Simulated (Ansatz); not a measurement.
The cluster TaS₃⁻, relaxed as a singlet with RKS PBE-D4/def2-SVPD in Ansatz, starting from the GFN1-xTB geometry. Force threshold 0.02 eV/Å.

In the def2 sets Ta takes a core potential; there is no spin–orbit coupling. The restricted singlet is unstable towards broken spin symmetry at other levels; at PBE-D4/def2-SVPD this wasn't settled. Another isomer (singlet) lies 2.28 eV lower at PBE0-D4/def2-TZVPD; other spin states weren't run for this one.

Start:

Cartesian coordinates in Å:
```
Ta -0.558 0.006 -0.526
S -2.086 1.385 0.251
S 1.469 -1.281 -0.684
S 1.174 -0.110 0.958
```

(1) Estimate the energy that the relaxation releases and the steps that it takes.

(2) Does the start keep its bonding and symmetry?

(3) Predict the relaxed structure.

Answers

(1) 4.2 kcal/mol, in 7 steps; 7 s on 4 threads of Arm Neoverse V1 on a shared host. No frequencies were taken in this run, so the end may be a saddle point.

(2) By distances, no bond broke or formed. The bond that changes most is Ta1–S3, from 2.41 to 2.52 Å (atoms count from 1). Point group Cs at the start, Cs at the end, both within 0.05 Å.

(3) 
| atom | x (Å) | y (Å) | z (Å) |
| --- | --- | --- | --- |
| Ta1 | -0.548 | 0.092 | -0.381 |
| S2 | -2.259 | 1.418 | 0.139 |
| S3 | 1.486 | -1.343 | -0.769 |
| S4 | 1.322 | -0.166 | 1.010 |
Bond lengths: 3 × S–Ta 2.23 to 2.52 Å; 1 × S–S 2.14 Å.
